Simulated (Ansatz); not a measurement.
Species: C3H7Si (charge 0, doublet). It need not be the lowest isomer of its formula. 
Coordinates optimised at B3LYP-D3(BJ)/def2-TZVP (Ansatz, an electronic-structure program):
```
C
H 1 1.0884
C 1 1.3895 2 116.54
C 3 1.3772 1 125.04 2 0.00
H 4 1.0811 3 121.48 1 180.00
H 4 1.0830 5 117.54 3 -180.00
H 3 1.0875 4 117.18 5 0.00
Si 1 1.8511 2 118.85 3 -180.00
H 8 1.4825 1 109.26 2 180.00
H 8 1.4850 9 109.12 7 -121.62
H 8 1.4850 9 109.12 10 -116.77
```
Charge 0, spin multiplicity 2.

Basis-set convergence of Hartree-Fock and MP2 correlation energies (hartree) with Ansatz. Correlated levels leave the core frozen unless marked. UHF or UKS for open shells. Spin-orbit coupling is left out. No relativistic terms.

The UHF reference is spin-contaminated (<S^2> 0.20 over the pure value in the largest basis). 

| basis | functions | E(HF) | E(corr, MP2) |
|---|---|---|---|
| cc-pV(D+d)Z | 100 | -406.58217 | -0.46898 |
| cc-pV(T+d)Z | 227 | -406.62659 | -0.57844 |
| cc-pV(Q+d)Z | 439 | -406.63769 | -0.61727 |

Extrapolating the two largest sets (X = 3 and 4) as X^-3: E(corr) = (64·(-0.61727) - 27·(-0.57844))/37 = -0.6456 Eh, an estimate of the basis-set limit. The largest set recovers 95.6 % of it, the smallest 72.6 %.
